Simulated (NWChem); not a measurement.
System: AlN₂H₅; SMILES [NH2][AlH][NH2]

NWChem input:

```
start job
memory heap 200 mb stack 900 mb global 1100 mb
geometry units angstroms noautosym nocenter noautoz
  Al     0.000000     0.000000    -0.490339
  H      0.000000     0.000000    -2.074720
  N     -1.543802    -0.000129     0.386600
  H     -2.447997     0.002874    -0.071181
  H     -1.671203    -0.003611     1.391829
  N      1.543802     0.000129     0.386600
  H      1.671203     0.003611     1.391829
  H      2.447997    -0.002874    -0.071181
end
basis spherical
  * library 6-31+g*
end
dft
  xc xpbe96 cpbe96
  iterations 150
end
property
  response 1 0.0
end
task dft property
```

Structure relaxed at the PBE0/def2-SVP level.

Static field.

Predict the main results of this run. (PBE/6-31+G* (spherical d).) Quantities: isotropic polarisability (bohr³); anisotropy (bohr³).


* **isotropic polarisability (bohr³)**: 44.1
* **anisotropy (bohr³)**: 8.9
